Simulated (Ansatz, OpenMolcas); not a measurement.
Abstraction of H: C2H3N + CHBrCl → C2H2N + CH2BrCl

Species: C2H3N (acetonitrile) `CC#N`, singlet; CHBrCl `Cl[CH]Br`, doublet; C2H2N `[CH2]C#N`, doublet; CH2BrCl (bromochloromethane) `ClCBr`, singlet. A radical takes H: the energy is the difference in strength between two C–H bonds in different surroundings.

Shapes, held fixed at every level: PBE0-D4/def2-TZVP. Programs: Ansatz 0.2.0, OpenMolcas 26.06. A level may come from different programs for different species; with the same settings they agree closely. The zero-point and thermal change to 298 K, harmonic and unscaled (PBE0-D4/def2-TZVP), is -1.7 kJ/mol.

```tsv
level	kind	ΔH(298 K) (kJ/mol)
HF/def2-TZVPP	Hartree–Fock	-19.9
SPW92/def2-TZVPP	LDA	+8.2
r2SCAN-D4/def2-TZVPP	meta-GGA	-4.7
B3LYP/6-31G* (spherical functions)	global hybrid	-9.1
wB97M-V/def2-TZVPP	range-separated hybrid	-1.1
wB97X-V/def2-TZVPP	range-separated hybrid	+1.6
B2PLYP/def2-TZVPP	double hybrid	+1.2
```

B2PLYP/def2-TZVPP gives ΔH(298 K) = +1.2 kJ/mol; the levels span -19.9 to +8.2. That is about zero within the method's error. They disagree on the sign: 3 of 7 are positive. The median of the levels is -1.1. No measured value is set beside it here. Spin contamination: C2H2N (⟨S²⟩ up to 0.93). Open shells run unrestricted unless RO is named. Relativity is left out for Br unless named. Correlated rows may include outer-core shells of Br, which these sets cover unevenly.
